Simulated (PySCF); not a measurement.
Isomers of C8H16Si, from PySCF 2.14.0, PBE0-D3(BJ)/def2-SVP geometry optimisation, gas phase. One conformer each, no zero-point energy, no frequencies.

Task: Which isomer lies lower at this level?
A. `C=C[Si](C=C)(CC)CC` (SiEt2(vinyl)2): A = 1352, B = 1114, C = 815.9 MHz, dipole 0.02 D
B. `[CH2:1]1[CH2:2][CH2:3][Si:4]2([CH2:5]1)[CH2:6][CH2:7][CH2:8][CH2:9]2` with C5–C1–C2–C3 50°, C1–C2–C3–Si4 -37°, C2–C3–Si4–C5 13°, C3–Si4–C5–C1 13°: A = 2838, B = 865.3, C = 864.9 MHz, dipole 0.00 D

Result: B. That is `C1CC[Si]2(C1)CCCC2`, 44.4 kcal/mol below the other.

```json
{"SMILES": "C1CC[Si]2(C1)CCCC2", "mapped SMILES": "[CH2:1]1[CH2:2][CH2:3][Si:4]2([CH2:5]1)[CH2:6][CH2:7][CH2:8][CH2:9]2", "E (Eh)": "-603.21559", "relative (kcal/mol)": "0.0", "relative (kJ/mol)": "0.0", "dipole (D)": "0.00"}
{"SMILES": "C=C[Si](C=C)(CC)CC", "mapped SMILES": "–", "E (Eh)": "-603.14490", "relative (kcal/mol)": "44.4", "relative (kJ/mol)": "185.6", "dipole (D)": "0.02"}
```
